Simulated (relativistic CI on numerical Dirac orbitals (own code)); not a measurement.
**Ar IV: sensitivity of the levels to the model**

Base calculation: Dirac-Coulomb-Breit CI, orbitals from a KLI potential per configuration, model QED (radiative potential, 1s self-energy scaled to tabulated hydrogen-like ionisation energies), valence Slater integrals scaled by 0.85, P86 correlation energy added to each configuration.

CI space (outside the closed core [Ne]): 3s2 3p3, 3s 3p4, 3s2 3p2 3d, 3p5, 3s 3p3 3d, 3s2 3p2 4s, 3s2 3p2 4p, 3s2 3p2 4d, 3p4 3d, 3s2 3p 3d 4p, 3s2 3p2 5s, 3s2 3p2 4f, 3s2 3p2 5p, 3s 3p3 4s, 3s 3p2 3d2, 3p4 4s, 3s2 3p 4s 4p, 3s2 3p2 5d, 3s2 3p2 6s, 3s2 3p2 5f, 3s2 3p2 5g, 3p4 4p, 3s2 3p2 6p, 3s 3p3 4p, 3s 3p2 3d 4s, 3s2 3p2 6d, 3s 3p2 4s2, 3s 3p3 4d, 3s 3p3 5s, 3s 3p3 4f, 3s2 3p 3d2, 3s2 3d3, 3s 3p 3d3, 3s2 3d2 4s, 3s2 3d2 4p, 3s2 3d2 4d, 3p3 3d2, 3p2 3d3, 3p2 3d2 4s, 3p2 3d2 4p, 3p2 3d2 4d, 3s2 3p 3d 4s, 3s 3p 3d2 4s, 3s2 3d 4s2, 3s2 3d 4s 4p, 3s2 3d 4s 4d, 3s2 3p 4s2, 3s 3p 3d 4s2, 3s2 4s2 4p, 3s2 4s2 4d, 3s2 3p 4p2, 3s2 3d 4p2, 3s 3p 3d 4p2, 3s2 4s 4p2, 3s2 4p3, 3s2 4p2 4d, 3s 3p2 3d 4p, 3s 3p 3d2 4p, 3s 3p 3d 4s 4p, 3s 3p 3d 4p 4d. Double excitations out of closed p, d and f shells are left out; levels of such configurations are missing from the list, as are those of other unlisted configurations, and high levels can miss mixing partners. These lack a partner that the ground configuration has and come out too high: 3s2 3p2 5s, 3s2 3p2 4f, 3s2 3p2 5p, 3s2 3p2 5d, 3s2 3p2 6s.

The lowest level and the first level of each name with at least 55 % of one term (blank where a level has no safe partner in the second run):

| Level | Base (cm⁻¹) | Shift (cm⁻¹) |
| --- | --- | --- |
| 3s2 3p3 4S°_3/2 | 0.0 | 0.0 |
| 3s2 3p3 2D°_3/2 | 20918.0 | +3453.8 |
| 3s2 3p3 2D°_5/2 | 21053.7 | +3438.5 |
| 3s2 3p3 2P°_1/2 | 33662.7 | +5028.7 |
| 3s2 3p3 2P°_3/2 | 33848.4 | +5000.0 |
| 3s 3p4 4P_5/2 | 121336.6 | -3697.8 |
| 3s 3p4 4P_3/2 | 122273.8 | -3711.6 |
| 3s 3p4 4P_1/2 | 122793.8 | -3715.2 |
| 3s 3p4 2D_3/2 | 149387.0 | -527.9 |
| 3s 3p4 2D_5/2 | 149465.7 | -521.1 |
| 3s2 3p2 3d 2P_3/2 | 170346.1 | -80.2 |
| 3s2 3p2 3d 2P_1/2 | 171403.9 | -45.2 |
| 3s 3p4 2S_1/2 | 178876.4 | +5271.8 |
| 3s2 3p2 3d 4F_3/2 | 185049.6 | -41.3 |
| 3s2 3p2 3d 4F_5/2 | 185387.4 | -43.0 |
| 3s2 3p2 3d 4F_7/2 | 185876.4 | -46.1 |
| 3s2 3p2 3d 4F_9/2 | 186526.9 | -50.0 |
| 3s2 3p2 3d 4D_1/2 | 190652.5 | +429.9 |
| 3s2 3p2 3d 4D_3/2 | 190756.7 | +429.6 |
| 3s2 3p2 3d 4D_5/2 | 190834.6 | +464.1 |
| 3s2 3p2 3d 4D_7/2 | 190965.4 | +481.4 |
| 3s2 3p2 3d 2F_5/2 | 192142.1 | +989.5 |

For a near-neutral ion this model can misplace configurations by up to about 10,000 cm⁻¹ (more where the count of f electrons changes) and terms by 10 to 25 % of their spread. Rates follow the energies as ν³ (E1, M1) or ν⁵ (E2), so they and the lifetimes can be off by large factors. The fine structure of a lone outer electron comes out too small, for d and f at times inverted, and misplaced configurations move strength between like terms. 50 of the 54 excited levels that our extract of the measured tables holds in this range could be paired (the sources list more); they are missed by 2241 cm⁻¹ on average and 4525 at most, and levels without a partner can miss by more.

Problem. One thing was changed in a second run, which moved the levels as shown. Which?
A. non-relativistic limit
B. configuration mixing switched off
C. QED terms removed
D. Breit term removed
E. Slater integrals left unscaled
F. valence Slater integrals scaled by 0.75

Solution. E. Slater integrals left unscaled. Scaling acts on the splittings between terms and on the mixing, and leaves the fine structure of pure LS terms nearly alone; in jj coupling it moves the levels of one term differently.

LS names give the leading component of a level, which can be under half, so a name can repeat, a term be missing and a line seem to break the LS rules.
